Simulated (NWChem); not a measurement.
# CF$_{3}$ cation

```xyz
4

F      1.1863    -0.3179     0.0000
C      0.0000     0.0000     0.0000
F     -0.3179     1.1863     0.0000
F     -0.8684    -0.8684     0.0000
```
Atoms are numbered in this order, from 1.

Level: PBE0/def2-SVP (NWChem), optimised geometry, unscaled harmonic frequencies. 

### Question
List the harmonic frequencies with IR intensities, and the thermochemistry.

### Answer
```tsv
frequency (cm⁻¹)	IR intensity (km/mol)
603	13.5
603	13.5
813	74.6
1086	0.0
1745	492.4
1745	492.4
```

The zero-point energy is 9.4 kcal/mol and the thermal correction to the enthalpy at 298.15 K (with zero-point energy) is 12.1 kcal/mol. The heat capacity Cv is 9.0 cal/(mol K). The entropy at 298.15 K and 1 atm (symmetry number 6) is 59.7 cal/(mol K).

Rigid rotor and harmonic oscillator.
